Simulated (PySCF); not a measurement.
A side-by-side comparison of computed properties.

First species: C2H11GeNSi.
Atom-mapped SMILES: `[CH3:1][CH2:2][GeH2:3][NH:4][SiH3:5]` (hydrogens: H6, H7, H8 on C1; H9, H10 on C2; H11, H12 on Ge3; H13 on N4; H14, H15, H16 on Si5)

Geometry (PBE0-D3(BJ)/def2-SVP, Å), atoms numbered from 1 in this order:
```xyz
16
C2H11GeNSi angstrom
C     -2.064    0.319   -0.351
C     -1.335   -0.308    0.830
Ge     0.206   -1.387    0.292
N      1.354   -0.347   -0.714
Si     2.116    1.131   -0.234
H     -1.376    0.914   -0.972
H     -2.877    0.986   -0.023
H     -2.511   -0.448   -1.004
H     -0.955    0.469    1.515
H     -2.006   -0.944    1.430
H      0.942   -1.936    1.534
H     -0.208   -2.550   -0.634
H      1.500   -0.673   -1.664
H      1.890    1.276    1.237
H      1.557    2.349   -0.909
H      3.590    1.126   -0.507
```

Second species: C₂H₁₁GeNSi.
SMILES with atom numbers: `[CH3:1][SiH:2]([CH3:3])[NH:4][GeH3:5]` (hydrogens: H6, H7, H8 on C1; H9 on Si2; H10, H11, H12 on C3; H13 on N4; H14, H15, H16 on Ge5)

Levels: PBE0/def2-SVPD for dipole moment, HOMO energy, LUMO energy, HOMO–LUMO gap, static isotropic polarisability and electronic spatial extent ⟨r²⟩ about the centre of nuclear charge; TDDFT PBE0/def2-SVPD for lowest singlet excitation; TDA PBE0/def2-SVPD for lowest triplet excitation (Tamm–Dancoff); ΔSCF PBE0/def2-SVPD for vertical ionisation energy; PBE0-D3(BJ)/def2-SVP for rotational constant A and rotational constant C. Geometries: PBE0-D3(BJ)/def2-SVP. Each structure is a single optimised conformer of the isolated species, non-relativistic unless stated; the electronic structure was computed with PySCF and density fitting.

Dipoles, sizes and rotational constants follow the conformer. The torsions of the flexible species, by atom-mapped SMILES:
- `[CH3:1][CH2:2][GeH2:3][NH:4][SiH3:5]`: C1–C2–Ge3–N4 56°, C2–Ge3–N4–Si5 58°
- `[CH3:1][SiH:2]([CH3:3])[NH:4][GeH3:5]`: C1–Si2–N4–Ge5 -146°

```
                                                         property    column X    column Y
                                                    dipole moment      0.61 D      1.06 D
                                                      HOMO energy    -6.98 eV    -7.05 eV
                                                      LUMO energy     0.23 eV     0.07 eV
                                                    HOMO–LUMO gap     7.21 eV     7.12 eV
                                        lowest singlet excitation     5.91 eV     5.77 eV
                         lowest triplet excitation (Tamm–Dancoff)     5.57 eV     5.43 eV
                                  static isotropic polarisability     90.8 au     91.2 au
                                       vertical ionisation energy     8.79 eV     8.84 eV
electronic spatial extent ⟨r²⟩ about the centre of nuclear charge  1215 bohr²  1072 bohr²
                                            rotational constant A   4.990 GHz   3.175 GHz
                                            rotational constant C   0.958 GHz   1.176 GHz
```

(1) Which column belongs to which species?

(2) How does each property change from the first species to the second?

## Answers

(1) Column X is the second species and column Y the first. The first has 16 atoms and 76 electrons, the second 16 and 76.

(2) dipole moment -0.45 D; HOMO energy +0.07 eV; LUMO energy +0.16 eV; HOMO–LUMO gap +0.09 eV; lowest singlet excitation +0.14 eV; lowest triplet excitation (Tamm–Dancoff) +0.14 eV; static isotropic polarisability -0.4 au; vertical ionisation energy -0.05 eV; electronic spatial extent ⟨r²⟩ about the centre of nuclear charge +143 bohr²; rotational constant A +1.815 GHz; rotational constant C -0.218 GHz.

On the first: The polarisability is 13.52 Å³ as a volume (1 au = 0.148185 Å³), or 1.20 au for each of the 76 electrons. The principal polarisabilities are 81.6, 92.2 and 99.9 au; their mean is the isotropic value. Relativistic effects, spin–orbit coupling among them, are left out although an element past zinc is present.

On the second: In wavenumbers S1 is 47700 cm⁻¹ (1 eV = 8065.54 cm⁻¹). S1 lies 1.30 eV below the HOMO–LUMO gap; its leading configuration is HOMO→LUMO, weight 0.90. Relativistic effects, spin–orbit coupling among them, are left out although an element past zinc is present.
